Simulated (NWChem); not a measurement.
System: WF₆; SMILES [F][W]([F])([F])([F])([F])[F]

NWChem input:

```
start job
memory heap 200 mb stack 900 mb global 1100 mb
geometry units angstroms noautoz
  W      0.000000     0.000000     0.000000
  F     -1.301822     0.936437     0.900612
  F      1.301822    -0.936437    -0.900612
  F     -1.299146    -0.951627    -0.888461
  F     -0.013625     1.265015    -1.335023
  F      0.013625    -1.265015     1.335023
  F      1.299146     0.951627     0.888461
end
basis spherical
  * library def2-svp
end
ecp
  W library def2-ecp
end
dft
  xc slater pw91lda
  iterations 150
  mulliken
end
task dft energy
```

Structure relaxed at the PBE0/def2-SVP level. No frequency run checked for a minimum. def2 effective core potentials on W; no spin-orbit coupling.

Task: Give the results of this calculation. (LDA (Slater exchange, PW92)/def2-SVP with def2 effective core potentials on W.) Quantities: energy (Ha); highest occupied level (eV); orbital gap (eV).

Result: 
```
Quantity                      Result
---------------------------  -------
energy (Ha)                  -662.11
highest occupied level (eV)   -10.79
orbital gap (eV)                5.44
```
